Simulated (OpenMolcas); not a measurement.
What dynamic correlation does to the levels of S2+

```yaml
Program: OpenMolcas 26.06
Basis: ANO-R1 [4s3p1d]
Scalar_Hamiltonian: X2C, finite nucleus
Active_space: 4 electrons in 4 orbitals (3s 3p)
State_averaging: 2S+1 = 3 even, 6 roots; 2S+1 = 1 even, 12 roots; 2S+1 = 5 odd, 1 root; 2S+1 = 3 odd, 9 roots; 2S+1 = 1 odd, 8 roots
Spin-orbit_coupling: RASSI with atomic mean-field integrals over the reference wave functions, term energies averaged over their components
```

Methods on the same reference wave functions:
A. CASSCF
B. SS-CASPT2, IPEA 0.25 Eh, imaginary shift 0.1 Eh (closed shells correlated: 2s 2p)
C. MS-CASPT2, IPEA 0.25 Eh, imaginary shift 0.1 Eh (closed shells correlated: 2s 2p)

Energies in eV above 3s² 3p² ³P₀, the measured ground level; measured values from NIST levels in Podobedova, Kelleher and Wiese, J. Phys. Chem. Ref. Data 38, 171 (2009).

| Level | A | B | C | Measured |
| --- | --- | --- | --- | --- |
| 3s² 3p² ³P₀ | 0.0000 | 0.0000 | 0.0000 | 0.0000 |
| 3s² 3p² ³P₁ | 0.0353 | 0.0352 | 0.0353 | 0.0370 |
| 3s² 3p² ³P₂ | 0.0992 | 0.0989 | 0.0992 | 0.1033 |
| 3s² 3p² ¹D₂ | 1.7646 | 1.533 | 1.534 | 1.4038 |
| 3s² 3p² ¹S₀ | 3.1976 | 3.352 | 3.353 | 3.3675 |
| 3s 3p³ ⁵S°₂ | 5.7453 | 6.487 | 6.489 | 7.2744 |
| 3s 3p³ ³D°₂ | 11.5655 | 10.212 | 10.213 | 10.4205 |
| 3s 3p³ ³D°₁ | 11.5660 | 10.212 | 10.214 | 10.4171 |
| 3s 3p³ ³D°₃ | 11.5675 | 10.213 | 10.215 | 10.4270 |
| 3s 3p³ ³P°₀ | 13.2588 | 12.473 | 12.475 | 12.2462 |
| 3s 3p³ ³P°₁ | 13.2596 | 12.474 | 12.475 | 12.2454 |
| 3s 3p³ ³P°₂ | 13.2609 | 12.475 | 12.476 | 12.2429 |
| 3s 3p³ ¹D°₂ | 17.9976 | 15.833 | 15.835 | 18.8429 |
| 3s 3p³ ³S°₁ | 18.7058 | 17.740 | 17.741 | 17.1181 |
| 3s 3p³ ¹P°₁ | 19.6664 | 17.944 | 17.946 | 16.9665 |
| 3p⁴ ³P₂ | 27.3006 | 25.711 | 25.714 |  |
| 3p⁴ ³P₁ | 27.3669 | 25.785 | 25.789 |  |
| 3p⁴ ³P₀ | 27.3978 | 25.816 | 25.819 |  |
| 3p⁴ ¹D₂ | 29.0214 | 25.956 | 25.958 |  |
| 3p⁴ ¹S₀ | 32.6375 | 29.878 | 29.880 |  |

Deviations, from unrounded energies. A percentage is the sum of absolute deviations over the sum of measured energies, with the sign that they share, or ± where signs differ.

```tsv
Against measurement	Levels	A	B	C
mean absolute deviation (cm-1)	14	7900	4000	4000
fine structure of the ground term (%)	2	-4.1	-4.5	-4.1
other terms of the ground configuration (%)	2	±11.1	±3.0	±3.0
other configurations (%)	10	±10.3	±5.2	±5.2
```

B, C lie about equally close to measurement and A furthest from it. The largest miss of C in the table is 3s 3p³ ¹D°₂, by -24000 cm-1. The ranking rests on the paired levels alone, and a cruder setting can come out closer through cancelling errors.

Between B and C the level of the table that moves most is 3p⁴ ³P₀, by 27 cm-1 (lowest in B, highest in C). Moves below CASPT2's spread within the term are not significant.

The two smallest mean deviations differ by little beside CASPT2's spread within terms, so their order carries little weight.

From A to B the spin-free energies of the other terms of 3s² 3p² shown, above ³P, scale by factors of 0.86 to 1.05.

The lowest spin-free term lies below A's lowest term by 0.054 hartree in B, 0.054 hartree in C.

CASPT2 does not keep the components of a term degenerate, so their means are used; among the terms shown or strongly mixed into the levels shown the widest spread is 1900 cm-1 (3s 3p³ ¹D°, C). Over all roots computed the reference weight is 0.85 to 0.99 in B, 0.85 to 0.99 in C; the roots of lowest weight are the least certain, and an intruder state may touch them. Terms of s pⁿ other than that of highest spin mix with s² pⁿ⁻² d, which this space lacks; all of them can be thousands of cm-1 off, and some have no real level of that name. Some levels mix across a computed gap that differs much from the measured one, so their mixing is not that of the real levels (holds for B; C). Computed and measured levels are paired by configuration, term and J; levels that our copy of the source lacks, or whose pairing is in doubt (as where it misses far off the trend of its configuration), stay unpaired and out of the deviations. Only configurations of the active space appear.

° marks odd parity.
